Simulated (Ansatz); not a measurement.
Dichlorosilane + `CC(C)[Si](Cl)(Cl)C(C)C` → `CC(C)[SiH2]Cl` + `CC(C)[Si](Cl)(Cl)Cl`  (redistribution)

Calculated with Ansatz (gas phase, PBE0-D4/def2-TZVP geometries, no zero-point term in ΔE). CCSD(T)/CBS adds triple-zeta CCSD(T) − MP2 to the extrapolated MP2 energy (def2 sets, frozen cores). Functionals use def2-TZVPP. B3LYP here is the variant with VWN-RPA as its local correlation; programs differ in this. One conformer a species, not always the lowest.

```
             level  ΔE (kJ/mol)  difference from CCSD(T)/CBS
            PBE-D4         -2.8                         -2.6
            B2PLYP         -3.6                         -3.4
               PBE         -6.4                         -6.2
            r2SCAN         -5.0                         -4.8
              PBE0         -5.7                         -5.5
             B3LYP         -6.2                         -6.0
     HF/def2-TZVPP         -5.6                         -5.4
    MP2/def2-TZVPP          0.4                          0.6
SCS-MP2/def2-TZVPP         -0.5                         -0.3
   CCSD/def2-TZVPP          0.0                          0.2
CCSD(T)/def2-TZVPP          0.8                          1.0
     HF/def2-QZVPP         -5.5                         -5.3
    MP2/def2-QZVPP         -0.2                          0.0
      HF/CBS(def2)         -5.5                         -5.3
     MP2/CBS(def2)         -0.6                         -0.4
    CCSD/CBS(def2)         -1.0                         -0.8
       CCSD(T)/CBS         -0.2                            0
```

Largest T1 diagnostic among the species: 0.009.

The D4 term adds +4.8 kJ/mol with B3LYP and +3.6 kJ/mol with PBE0; it sums over pairs of atoms, weighted by their polarisabilities, and B3LYP, whose exchange is more repulsive, gets the larger term. In def2-TZVPP, CCSD(T) changes the Hartree–Fock value by +6.4 kJ/mol (the triples alone add +0.9 kJ/mol) and MP2 by +6.0 kJ/mol.
